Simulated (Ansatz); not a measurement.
Sb4⁻. Charge -1, multiplicity 2. Geometry PBE0-D4/def2-SVPD; atoms count from 1.

```xyz
4

Sb   -0.891   -0.184   -1.380
Sb    0.511   -1.816    0.469
Sb    1.205    1.467   -0.419
Sb   -0.825    0.533    1.330
```

In the def2 sets Sb takes a core potential; there is no spin–orbit coupling. The structure comes from a short search, and lower isomers may exist.

Question: Estimate the Mulliken populations from the PBE0/def2-TZVPD orbitals of Ansatz.

Answer: 
```
atom  charge (e)  spin (α − β)
 Sb1       -0.20         -0.09
 Sb2       -0.30          0.59
 Sb3       -0.30          0.59
 Sb4       -0.20         -0.09
```
Mulliken values and Mayer orders depend strongly on the basis. With diffuse functions, as here, like atoms can get unlike values, and bond orders can come out too low or too high.

Question: Where does the spin sit?

Answer: Summed by element: Sb 1.00, of 1 unpaired in all. Largest on single atoms: Sb3 0.59, Sb2 0.59, Sb4 -0.09.

Question: And the Mayer bond orders between bonded heavy atoms (over 0.3)?

Answer: Sb1–Sb2 0.99 (2.84 Å); Sb1–Sb3 0.99 (2.84 Å); Sb1–Sb4 1.02 (2.80 Å); Sb2–Sb4 0.99 (2.84 Å); Sb3–Sb4 0.99 (2.84 Å). Values over 0.3 also appear between atoms too far apart for a bond (Sb2–Sb3 0.65 at 3.47 Å); they arise where an orbital or an unpaired electron spreads over both atoms.
